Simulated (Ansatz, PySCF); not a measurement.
CHOS, SMILES S=C=[OH+], charge +1.

Geometry: B3LYP-D3(BJ)/def2-TZVP. The isomer is the one that the SMILES or the coordinates give; other isomers of the formula were not compared.

Vertical ionisation energy (IE) and electron affinity (EA) in eV. Rows of orbital energies are one-electron estimates. Where ΔSCF, EOM or ADC give a negative EA the extra electron is unbound and the value depends on the basis.

| level | IE | EA |
|---|---|---|
| −ε(HOMO), −ε(LUMO), PBE0/def2-TZVPD (PySCF) | 16.00 | 8.87 |
| −ε(HOMO), −ε(LUMO), PBE/def2-TZVPD (PySCF) | 14.73 | 9.83 |
| ADC(2)/aug-cc-pVDZ (PySCF) | 18.42 | 6.23 |
| ΔSCF, PBE0/def2-TZVPD (Ansatz), final states of multiplicity 2 and 2 | [?] | [?] |
| ΔSCF, PBE/def2-TZVPD (Ansatz), final states of multiplicity 2 and 2 | 18.65 | 6.27 |

Question: Complete the blanks. (Estimate from the structure and the level; the computed values follow.)

Answer: 
- ΔSCF, PBE0/def2-TZVPD (Ansatz, a program for electronic structure), final states of multiplicity 2 and 2, IE: 18.72
- ΔSCF, PBE0/def2-TZVPD (Ansatz), final states of multiplicity 2 and 2, EA: 6.39

Question: What vertical singlet–triplet gap does ΔSCF give with PBE0/def2-TZVPD (Ansatz) and with PBE/def2-TZVPD (Ansatz)? (Estimate from the structure and the level; the computed values follow.)

Answer: 4.30 and 4.46 eV (triplet above singlet where positive).

Question: Beyond the first one, list the lowest photoelectron lines from ADC(2)/aug-cc-pVDZ (PySCF) with their pole strengths (two spins summed). (The exact figures need the calculation; the answer reports its results.)

Answer: 19.10 eV (1.81), 22.40 eV (1.69), 22.56 eV (1.74), 23.32 eV (1.71), 28.39 eV (1.65).
